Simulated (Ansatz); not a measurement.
Molecule: CH$_{11}$N$_{3}$Si$_{2}$ (charge 0, singlet). 
Structure (B3LYP-D3(BJ)/def2-TZVP (Ansatz, a quantum-chemistry and plane-wave program) minimum search):
SMILES: C[SiH2][Si](N)(N)N
```xyz
17

C      2.0275    -0.7213     1.6490
Si     1.6121     0.1763     0.0427
Si    -0.7076     0.1105    -0.3321
N     -1.3641     1.1407     0.8889
N     -0.9631     0.4035    -2.0105
N     -1.5277    -1.3796    -0.0508
H      3.0982    -0.6990     1.8579
H      1.5039    -0.2585     2.4874
H      1.7131    -1.7653     1.5937
H      2.0938     1.5856     0.1383
H      2.3615    -0.4473    -1.0825
H     -0.9299     2.0267     1.0951
H     -2.3611     1.1781     1.0450
H     -0.3451     1.0029    -2.5331
H     -1.8908     0.3918    -2.4081
H     -1.4437    -2.1299    -0.7176
H     -1.6445    -1.7241     0.8886
```

Wanted: vertical triplet-singlet gap (E(triplet) - E(singlet); each state is the SCF solution reached for its spin; for the triplet the Hartree-Fock reference is unstable and T1 is 0.037), in eV. UHF or UKS for open shells. No spin-orbit coupling. Non-relativistic. 

| level | program | vertical triplet-singlet gap (eV) |
|---|---|---|
| SVWN5/def2-TZVPD | Ansatz | 4.94 |
| PBE/def2-TZVPD | Ansatz | 4.91 |
| B3LYP/def2-TZVPD | Ansatz | 5.34 |
| PBE0/def2-TZVPD | Ansatz | 5.31 |
| CAM-B3LYP/def2-TZVPD | Ansatz | 5.66 |
| wB97M-V/def2-TZVPD | Ansatz | 5.76 |
